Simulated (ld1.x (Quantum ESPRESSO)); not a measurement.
**gallium ultrasoft: all-electron and pseudo phase curves**

* Element: gallium (Ga)
* Generator: ld1.x (Quantum ESPRESSO) 7.5
* Type: ultrasoft
* Functional: LDA (PZ)
* Relativity: fully relativistic
* Frozen core: [Ar] 3d10
* Valence charge: 3
* Reference configuration: 4s1 4p2
* Partial waves: 4s (bound): rcut 1.25, rcutus 1.55 bohr; 4s channel at -0.4 Ry: rcut 1.25, rcutus 1.55 bohr; 4p (bound): rcut 1.50, rcutus 2.05 bohr; 4p channel at 2.7 Ry: rcut 1.50, rcutus 2.05 bohr
* Local potential: all-electron potential smoothed inside 1.75 bohr (lloc = -2)
* Core correction: Bessel-smoothed model core inside 0.95 bohr
* Augmentation charge: built from norm-conserving waves at rcut, not smoothed further

Open shells are filled in proportion to 2j + 1 (rel_dist='average').

The phase is arctan(r·u′/u) with u = r·R(r), unwrapped; energies in Ry, scanned from -3 to 5 Ry. A pole is an energy at which the radial function vanishes at the test radius. The pseudo phase is shifted by a multiple of π to meet the all-electron one at the reference energy, and phase errors are pseudo minus all-electron; the curves can meet again beyond the range given. Levels narrower than the energy grid can be missing from the lists of poles.

Question: For each channel, where are the poles, and over which energies does the pseudopotential scatter like the atom?

Answer:

```csv
channel,radius (bohr),reference energy (Ry),"poles, all-electron","poles, pseudo",unbroken range about the reference energy with phases within 0.05 rad,phase error 1 Ry above the reference energy (rad)
s,2.25,-0.76,1.31,1.32,the whole range,+0.000
p1/2,2.25,-0.26,2.56,2.56,the whole range,-0.001
p3/2,2.25,-0.25,2.66,2.66,the whole range,-0.001
```

Note: ghost state, extra bound levels that the all-electron valence spectrum of the same l lacks: s at -9.0 eV. A true bound ghost makes a file unfit for plane-wave use.

Phases in the p3/2 channel:

```tsv
E (Ry)	all-electron	pseudo
-3.00	1.273	1.272
-2.76	1.256	1.255
-2.52	1.236	1.235
-2.28	1.212	1.212
-2.04	1.184	1.183
-1.80	1.149	1.148
-1.56	1.103	1.103
-1.32	1.044	1.043
-1.08	0.962	0.962
-0.84	0.845	0.845
-0.60	0.667	0.667
-0.36	0.391	0.391
-0.12	-0.011	-0.011
0.12	-0.459	-0.459
0.36	-0.811	-0.812
0.60	-1.043	-1.044
0.84	-1.194	-1.194
1.08	-1.295	-1.296
1.32	-1.369	-1.369
1.56	-1.423	-1.424
1.80	-1.467	-1.467
2.04	-1.502	-1.502
2.28	-1.532	-1.532
2.52	-1.557	-1.558
2.76	-1.580	-1.580
3.00	-1.601	-1.601
3.24	-1.621	-1.621
3.48	-1.640	-1.639
3.72	-1.659	-1.657
3.96	-1.677	-1.675
4.20	-1.696	-1.694
4.44	-1.717	-1.713
4.68	-1.739	-1.734
4.92	-1.763	-1.756
```
